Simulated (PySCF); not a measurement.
## Ionisation energy of Bi by level of theory

Bi [Xe] 4f14 5d10 6s2 6p3 [6p1/2^2 6p3/2^1, M_J = 3/2] → Bi⁺ [Xe] 4f14 5d10 6s2 6p2 [6p1/2^2, M_J = 0], as a difference of total energies. All numbers are calculated (PySCF 2.14, the two-component X2C-1e Hamiltonian, in x2c-SVPall-2c (7s11p7d2f, 89 functions)). Correlated levels: [Kr] 4d10 4f14 frozen; the 22 highest virtual spinors dropped. "Screened" scales the spin-orbit matrix elements by Boettger's factors to mimic the two-electron term; Breit and QED terms are absent.

Order these methods by the ionisation energy they give, lowest first.
A. GHF (spin-free)
B. GHF (screened spin-orbit)
C. GMP2 (screened spin-orbit)
D. GMP2 (spin-free)

B (6.920 eV), C (7.173 eV), A (8.230 eV), D (8.522 eV).

The spin-free rows relax to the high-spin LS determinant and lack the spin-orbit shift.

Errors of the correlated levels include the incompleteness of this basis and the frozen core.

The labels give the starting determinants; with spin-orbit coupling the two ends relaxed to ⟨J²⟩ = 3.77, ⟨L²⟩ = 0.80, ⟨S²⟩ = 3.23 and ⟨J²⟩ = 0.00, ⟨L²⟩ = 1.51, ⟨S²⟩ = 1.51.

For comparison: 7.286 eV (measured; NIST Atomic Spectra Database, ionization energies).
